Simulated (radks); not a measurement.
Q: Hf VII, configuration [Kr] 4d10 4f13 5s2 5p5. All-electron calculation, scalar-relativistic Kohn-Sham, BLYP, spin-polarised, spherical densities, finite nucleus; open shells are filled with parallel spins first (spin-orbit coupling, left out, can overturn this in heavy ions); Fermi nuclear charge, rms radius 5.347 fm. Program: a radial shooting solver on a logarithmic mesh with Libxc functionals. Some entries of the table are withheld. Estimate them.

| orbital | occ. | eigenvalue (hartree) | r(max) (bohr) | <r> (bohr) |
|---|---|---|---|---|
| 1s up | 1 | -2401.884 | 0.01190 | 0.01899 |
| 1s down | 1 | -2401.880 | 0.01190 | 0.01899 |
| 2s up | 1 | -413.4317 | 0.06807 | 0.08038 |
| 2s down | 1 | -413.4291 | 0.06807 | 0.08038 |
| 2p up | 3 | -363.5016 | 0.05566 | 0.07172 |
| 2p down | 3 | -363.4980 | 0.05566 | 0.07172 |
| 3s up | 1 | -96.66458 | 0.1922 | 0.2087 |
| 3s down | 1 | -96.64242 | 0.1922 | 0.2087 |
| 3p up | 3 | -81.74278 | 0.1898 | 0.2085 |
| 3p down | 3 | -81.72017 | 0.1898 | 0.2085 |
| 3d up | 5 | -64.05255 | 0.1546 | 0.1890 |
| 3d down | 5 | -64.03464 | 0.1546 | 0.1890 |
| 4s up | 1 | -21.99704 | 0.4371 | 0.4677 |
| 4s down | 1 | -21.95358 | 0.4371 | 0.4677 |
| 4p up | 3 | -17.09177 | 0.4578 | 0.4967 |
| 4p down | 3 | -17.04910 | 0.4578 | 0.4967 |
| 4d up | 5 | -10.74621 | 0.4702 | 0.5328 |
| 4d down | 5 | -10.70333 | 0.4702 | 0.5327 |
| 5s up | 1 | -5.36051 | 0.9967 | (1) |
| 5s down | 1 | -5.30706 | 0.9964 | (2) |
| 5p up | 3 | -4.09754 | 1.117 | 1.237 |
| 5p down | 2 | -4.04638 | 1.117 | 1.240 |
| 4f up | 7 | (3) | (4) | 0.6373 |
| 4f down | 6 | (5) | (6) | 0.6369 |

A: 
(1) 5s up <r> (bohr): 1.089
(2) 5s down <r> (bohr): 1.090
(3) 4f up eigenvalue (hartree): -3.72204
(4) 4f up r(max) (bohr): 0.4505
(5) 4f down eigenvalue (hartree): -3.67580
(6) 4f down r(max) (bohr): 0.4506
